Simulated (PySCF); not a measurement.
Which determinant of Be₂ lies lowest?

Unrestricted PBE0; Be def2-TZVPP; no relativity (PySCF 2.14). Outer shells of the fragments: Be 2s2; Be 2s2.

Followed along the bond (rough minima from three points):

```
2Ms+1  unpaired  ⟨S²⟩ at the start  R at minimum (Å)  Te (eV)
    1      none               0.00              2.52     0.00
    3      σ ↑↑               2.00              2.15     0.47
    3  σ ↑, π ↑               2.05              2.02     0.54
    1  σ ↑, π ↓               1.04              2.01     0.91
    3      π ↑↑               2.00  none in the scan   ≤ 1.93
```

Solutions found at the starting distance of 1.920 Å, counted from the lowest of them; the search is not exhaustive and high or unbound solutions are not listed, so other states can lie among these:

| 2Ms+1 | unpaired | term | E (eV) | ⟨S²⟩ | ⟨Lz²⟩ |
| --- | --- | --- | --- | --- | --- |
| 3 | σ ↑, π ↑ | ³Π | 0.00 | 2.05 | 1.00 |
| 1 | none | ¹Σ⁺ | 0.07 | 0.00 | 0.00 |
| 3 | σ ↑↑ | ³Σ⁺ | 0.11 | 2.00 | 0.00 |
| 1 | σ ↑, π ↓ | mixed | 0.35 | 1.04 | 1.01 |
| 3 | π ↑↑ | ³Σ⁻ | 1.42 | 2.00 | 0.00 |
| 1 | π ↑↓ | mixed | 1.56 | 1.01 | 2.02 |
| 1 | none | mixed | 2.21 | 0.00 | 2.00 |
| 3 | π ↑↑ | mixed | 3.95 | 2.02 | 2.01 |

A term symbol is given only where ⟨S²⟩ and ⟨Lz²⟩ are close to those of a pure state; real π, δ and φ orbitals otherwise mix terms, and g/u labels are left off.

Question: Compare the gap between the two lowest followed solutions at the starting distance with the gap between their minima.

Answer: At PBE0 the second solution (triplet, unpaired electrons σ ↑↑) lies +0.04 eV from the first (singlet, closed shell) at 1.920 Å and +0.47 eV at the minima; the two curves relax by different amounts, since their minima lie near 2.15 and 2.52 Å.
